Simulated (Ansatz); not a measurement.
A search over several starts for the lowest SCF solution of Y4 at the given spin, in a small basis.

```yaml
crystal:
  periodic: [false, false, false]
  atoms:
    - {symbol: Y, position_ang: [1.861910, 0.600630, -0.885832]}
    - {symbol: Y, position_ang: [0.003711, 0.260645, 1.928271]}
    - {symbol: Y, position_ang: [-0.371883, -1.880566, -0.326900]}
    - {symbol: Y, position_ang: [-1.493738, 1.019281, -0.715539]}
basis:
  gaussian: {orbitals: def2-SVP, initial_orbitals: start.molden}
hamiltonian: {xc: pbe0, dispersion: d4}
output: {orbitals: {seedname: orbitals}}
```

The file start.molden holds the orbitals of an earlier run on this structure, at another level or in another basis.

```sh
$ ansatz run in.yaml --threads 4 --pin off --events-out ev --progress --plain --max-ram 3916MiB
```

It prints (some lines left out):

```
Functional definition: PBE0
1376 factors; their error is unknown
mean field evaluation 1: about -4162.3621 eV, gradient 3.3e1 eV
mean field evaluation 2: about -4162.7500 eV, gradient 1.1e0 eV
mean field evaluation 4: about -4163.1329 eV, gradient 1.2e0 eV
mean field evaluation 8: about -4163.4940 eV, gradient 1.0e-2 eV
mean field evaluation 16: about -4163.4940 eV, gradient 1.2e-5 eV
mean field evaluation 32: about -4163.0674 eV, gradient 6.4e0 eV
mean field -4163.49395267 eV, -153.0055806432 hartree, gradient 1.2e-5 eV, S^2 0.000000; 9 other end points of the search recorded, 0 dependent functions left out
reference -4163.49397994 eV, -153.0055816451 hartree; 22, 22 occupied and 102, 102 virtual orbitals, 1376 factors
Total energy: -4163.59073161 eV, -153.0091372034 hartree
```

Run time 5.5 s (4 threads of Intel Xeon Platinum 8488C on a shared host).

In the def2 sets Y takes a core potential; there is no spin–orbit coupling. The restricted singlet is unstable towards broken spin symmetry at other levels; at PBE0-D4/def2-SVP this wasn't settled. At PBE0-D4/def2-TZVP a triplet of charge 0 lies 0.34 eV below the restricted singlet, each at its own geometry. The structure comes from a short search, and lower isomers may exist.
